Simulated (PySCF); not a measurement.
## Partial charges of `FC(F)/C=C\CN[SiH3]`

C₄H₉F₂NSi.
Structure used (GFN2-xTB), in Å, numbered top down from 1:
```
atom  x, y, z in Å
F1    -2.4304    1.8244   -1.3983
C2    -1.6670    0.9091   -0.7479
F3    -2.5287    0.2368    0.0739
C4    -1.0263   -0.0175   -1.7359
C5     0.0385   -0.7785   -1.5316
C6     0.8866   -0.9178   -0.3028
N7     0.3568   -0.3000    0.8837
Si8    1.3310    0.3964    2.1187
H9    -0.9575    1.4489   -0.1064
H10   -1.5394   -0.0481   -2.6867
H11    0.3761   -1.4011   -2.3507
H12    1.0715   -1.9946   -0.1529
H13    1.8604   -0.4625   -0.5150
H14   -0.5250   -0.7111    1.1520
H15    2.1392   -0.5586    2.8925
H16    0.3726    1.0763    2.9826
H17    2.2346    1.3099    1.4148
```

Density: PBE0/pcSseg-1 (PySCF); schemes: Mulliken, IAO, Hirshfeld and ESP-fitted. The structure is a single GFN2-xTB conformer in the gas phase; no vibrational or solvent corrections.

**Question.** Give the atomic charges in each scheme.

**Answer.** In e:

```tsv
atom	environment	Mulliken	IAO	Hirshfeld	ESP-fitted
F1	fluorine of a CF2 group	-0.312	-0.308	-0.114	-0.278
C2	CHF2 carbon	+0.574	+0.435	+0.138	+0.612
F3	fluorine of a CF2 group	-0.319	-0.315	-0.117	-0.272
C4	alkene CH carbon	-0.239	-0.206	-0.076	-0.367
C5	alkene CH carbon	-0.167	-0.127	-0.030	-0.183
C6	sp3 carbon bound to nitrogen	+0.067	-0.150	-0.016	+0.241
N7	silicon-bound nitrogen	-0.723	-0.681	-0.229	-0.526
Si8	SiH3 silicon	+0.607	+0.747	+0.352	+0.448
H9	methine hydrogen	+0.114	+0.154	+0.036	-0.004
H10	vinylic hydrogen	+0.122	+0.165	+0.048	+0.188
H11	vinylic hydrogen	+0.108	+0.155	+0.053	+0.128
H12	methylene hydrogen	+0.131	+0.132	+0.040	+0.003
H13	methylene hydrogen	+0.138	+0.153	+0.051	+0.036
H14	N–H hydrogen	+0.210	+0.262	+0.108	+0.285
H15	Si–H hydrogen	-0.110	-0.158	-0.090	-0.127
H16	Si–H hydrogen	-0.097	-0.122	-0.074	-0.096
H17	Si–H hydrogen	-0.103	-0.136	-0.080	-0.089
```

Mean size of the charges over all atoms: IAO 0.259 e, Mulliken 0.244 e, ESP-fitted 0.228 e, Hirshfeld 0.097 e. Each set sums to the total charge, 0, to within 0.001 e. The Hirshfeld scheme divides the density at each point in proportion to the densities of the neutral, spherically averaged free atoms. The Mulliken scheme gives each basis function's population to the atom it is centred on and halves the overlap population of two atoms between them.

Lowest charge. All schemes agree: Mulliken N7 (-0.723); IAO N7 (-0.681); Hirshfeld N7 (-0.229); ESP-fitted N7 (-0.526).

Highest charge. The schemes don't all agree: Mulliken Si8 (+0.607); IAO Si8 (+0.747); Hirshfeld Si8 (+0.352); ESP-fitted C2 (+0.612).

**Question.** How closely do the schemes follow one another over all atoms?

**Answer.** Correlation coefficient and root-mean-square difference: IAO with Hirshfeld 0.98, 0.197 e; Mulliken with IAO 0.97, 0.078 e; Mulliken with ESP-fitted 0.95, 0.099 e; Mulliken with Hirshfeld 0.94, 0.199 e; IAO with ESP-fitted 0.88, 0.151 e; Hirshfeld with ESP-fitted 0.86, 0.189 e.

**Question.** Sum the charges by element, for elements with more than one atom.

**Answer.** 
| element | atoms | Mulliken | IAO | Hirshfeld | ESP-fitted |
| --- | --- | --- | --- | --- | --- |
| F | 2 | -0.632 | -0.623 | -0.231 | -0.550 |
| C | 4 | +0.235 | -0.047 | +0.016 | +0.303 |
| H | 9 | +0.512 | +0.604 | +0.092 | +0.324 |

These values come from a run that also computed NMR shieldings. Time: 88 s wall; peak memory 0.84 GiB. Hardware: an Intel Xeon at 2.50 GHz with one thread, no GPU, shared host.
